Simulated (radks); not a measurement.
Values are calculated unless marked as measured or tabulated.
Ionisation of the chlorine ion Cl2+, [Ne] 3s2 3p3, to [Ne] 3s2 3p2 as the strength of local exchange is varied. Level of theory: Dirac Kohn-Sham, Slater X-alpha exchange (alpha = 2/3 is LDA exchange), no correlation, spin-unpolarised, spherical densities, finite nucleus; open shells fill j = l - 1/2 first; Fermi nuclear charge, rms radius 3.3654 fm (a radial shooting solver on a logarithmic mesh with Libxc functionals).

alpha  E(Cl2+) (hartree)  exchange (hartree)  IE (eV)  -e of the level emptied (eV)  <r> of it (bohr)
0.551         -453.18181           -20.24743   34.902                28.400 (3p3/2)             1.649
0.65          -456.83127           -24.03684   36.546                29.962 (3p3/2)             1.619
0.667         -457.46027           -24.69219   36.832                30.234 (3p3/2)             1.614
0.805         -462.59141           -30.06233   39.197                32.491 (3p3/2)             1.575
0.868         -464.94878           -32.54367   40.302                33.549 (3p3/2)             1.558
0.878         -465.32382           -32.93925   40.479                33.718 (3p3/2)             1.555
0.987         -469.42706           -37.28152   42.432                35.592 (3p3/2)             1.527
0.995         -469.72932           -37.60242   42.577                35.731 (3p3/2)             1.525

NIST Atomic Spectra Database: 39.8 +/- 0.11 eV (semi-empirical). The Delta-SCF value meets it near alpha = 0.84. Spin polarisation and multiplet splitting are left out, so open shells lie too high by an amount that depends on their filling.

Beside tabulated values, note that spin-unpolarised runs miss the spin-polarisation part of the exchange energy of open shells.
